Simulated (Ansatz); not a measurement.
Species: YO, charge 0, multiplicity 2. SMILES: [Y]=[O]
Structure (B3LYP-D3(BJ)/def2-TZVP (Ansatz, a first-principles code) minimum search):
```
O
Y 1 1.8018
```
Charge 0, spin multiplicity 2.

Wanted: size of the dipole moment, in D. Set-up: UHF or UKS for open shells; LANL2DZ with its own core potentials from Na on; six Cartesian d functions in 6-31G* and its kin unless marked 5d; def2 sets with scalar-relativistic core potentials past Kr; spin-orbit terms left out. Ab initio and DFT rows: single points at B3LYP-D3(BJ) geometries (Ansatz).

```json
[
 {"level": "PBE/LANL2DZ", "program": "Ansatz", "size of the dipole moment (D)": "4.12"},
 {"level": "PBE/6-31G* with LANL2DZ past Ar", "program": "Ansatz", "size of the dipole moment (D)": "3.79"},
 {"level": "BLYP/6-31G* with LANL2DZ past Ar", "program": "Ansatz", "size of the dipole moment (D)": "3.89"},
 {"level": "B3LYP/def2-SVP", "program": "Ansatz", "size of the dipole moment (D)": "4.76"},
 {"level": "B3LYP/6-31G* with LANL2DZ past Ar", "program": "Ansatz", "size of the dipole moment (D)": "4.21"},
 {"level": "PBE0/6-31G* with LANL2DZ past Ar", "program": "Ansatz", "size of the dipole moment (D)": "4.15"}
]
```

No value to compare with is used here. The 6 habitual levels span 3.79 (PBE/6-31G* with LANL2DZ past Ar) to 4.76 D (B3LYP/def2-SVP).

The levels are drawn from those run, B3LYP/6-31G* more often than the rest, none by its result; runs whose electronic state is in doubt are left out.
